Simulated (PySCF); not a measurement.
## Electron correlation in Pd²⁺ (palladium, charge +2)

[Kr] 4d7 5s1, high-spin 5F determinant (an excited configuration). All numbers are calculated (PySCF 2.14, scalar relativity by spin-free X2C-1e, in aug-cc-pVTZ-DK). Frozen: [Kr]; 8 electrons correlated.

```csv
level,correlation energy (mhartree)
CCSD,-189.27
(T),-4.54
CCSD(T),-193.81
```

Diagnostics: T1 = 0.0063, D1 = 0.0229, largest double amplitude 0.018.

Q: Is a single reference adequate?

A: Yes, within this model without spin-orbit coupling: T1 lies below 0.03 and no double amplitude reaches 0.07.
